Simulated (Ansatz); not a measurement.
Abridged output of a molecular run in Ansatz:

```
Functional definition: HF
1424 factors; integrals over basis functions are off by at most 9.1e-4 eV
mean field evaluation 1: about -60124.1546 eV, gradient 3.6e1 eV
mean field evaluation 2: about -60124.3552 eV, gradient 3.6e1 eV
mean field evaluation 4: about -60127.7409 eV, gradient 5.1e0 eV
mean field evaluation 8: about -60127.8253 eV, gradient 3.2e-1 eV
mean field evaluation 16: about -60127.8266 eV, gradient 2.5e-6 eV
mean field -60127.82656126 eV, -2209.6568700215 hartree, gradient 2.5e-6 eV, S^2 0.000000; 0 other end points of the search recorded, 0 dependent functions left out
12 core orbitals not correlated: weight in the atoms' cores, before any rotation towards them, 1.000 or more for the frozen orbitals, at most 0.000 for the correlated occupied ones
reference -60127.82656126 eV, -2209.6568700215 hartree; 17, 17 occupied and 210, 210 virtual orbitals, 1424 factors
second order -21.79889750 eV of doubles, -0.00000000 eV of singles
cycle   1  -21.92905436 eV  change   -1.3e-1 eV  update   1.1e-1
cycle   2  -22.61514061 eV  change   -6.9e-1 eV  update   3.4e-2
cycle   3  -22.73478054 eV  change   -1.2e-1 eV  update   1.7e-2
cycle   4  -22.72300084 eV  change    1.2e-2 eV  update   4.3e-3
cycle   5  -22.72407349 eV  change   -1.1e-3 eV  update   2.0e-3
cycle   6  -22.72440957 eV  change   -3.4e-4 eV  update   5.7e-4
cycle   7  -22.72423101 eV  change    1.8e-4 eV  update   2.4e-4
cycle   8  -22.72427529 eV  change   -4.4e-5 eV  update   8.4e-5
cycle   9  -22.72428586 eV  change   -1.1e-5 eV  update   2.9e-5
perturbative correction -0.94020744 eV, -0.0345519863 hartree
Total energy: -60151.49105456 eV, -2210.5265241101 hartree
```

Its atoms:

```xyz
11

C     0.787   -1.278    0.201
C    -0.121   -0.506    1.106
N    -0.757    0.561    0.889
Ge   -0.689    1.467   -0.737
H     1.779   -1.358    0.655
H     0.412   -2.300    0.086
H     0.886   -0.825   -0.786
H    -0.235   -0.957    2.105
H    -1.238    0.591   -1.881
H     0.752    1.900   -1.076
H    -1.574    2.705   -0.562
```

Which basis set was used?
A. def2-SVPD
B. def2-TZVPP
C. cc-pV(Q+d)Z
D. cc-pV(D+d)Z

B. It gives 239 functions.

Write the keys of the input that set method, charge and spin (a neutral closed shell needs none for the last two).


```yaml
correlation: {method: ccsd_t}
```
